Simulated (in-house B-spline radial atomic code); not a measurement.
Settings and results of a run for the iodine ion I²⁺. Level of theory: non-relativistic Hartree-Fock, average of configuration, point nucleus, inside a hard spherical wall at 4.89 bohr; calculated with a B-spline radial code for spherical atoms.

Command:
```bash
python run_scf.py task.json out
```
Settings:
```
Z                53
configuration    [Kr] 4d10 5s2 5p3
hamiltonian      nr
method           hf
spin_polarised   False
wall_radius      4.89
```

Output (hartree, bohr):
```
 radial grid: 45 intervals, B-splines of order 8, outer radius 4.89 bohr

 iter        energy (Eh)    residual
    1       -6909.977811    7.03e-01
    2       -6914.911635    2.81e-01
    3       -6916.748432    6.60e-02
    4       -6916.864213    1.54e-02
    5       -6916.870629    8.15e-03
    6       -6916.872476    3.61e-04
    7       -6916.872483    2.17e-04
    8       -6916.872483    1.84e-05
    9       -6916.872483    8.51e-07
   10       -6916.872483    7.11e-08

 total energy                     -6916.87248
 kinetic                            6917.2097
 electron-nucleus                 -16389.0809
 electron-electron                  2554.9987

 orbital      occ     eigenvalue          <r>       <r^2>       <1/r>     <1/r^3>       r_max
 1s         2.000     -1177.9080     0.028678  0.00110002     52.4707           -       0.019
 2s         2.000      -181.6677      0.12331   0.0178606     12.0651           -      0.1048
 2p         6.000      -170.3786     0.105213   0.0134574     12.0453      4880.7     0.08207
 3s         2.000       -38.6510     0.326096    0.121327     4.42149           -      0.2978
 3p         6.000       -33.8377     0.317011    0.116336     4.33715     923.733      0.2849
 3d        10.000       -25.0020     0.287953    0.097821     4.19434     149.268      0.2324
 4s         2.000        -7.9571     0.768755    0.665838     1.78282           -      0.7065
 4p         6.000        -6.1834     0.805225    0.736848     1.67806     171.817      0.7269
 4d        10.000        -3.1112     0.910611    0.964842     1.44174     21.3242      0.7761
 5s         2.000        -1.4346      1.96538      4.3049    0.648279           -       1.758
 5p         3.000        -1.0356      2.18602     5.30418    0.575827     19.8521       1.965
```

Run time, properties included: 0.07 s on 1 thread of Arm Neoverse V2, on a shared host.
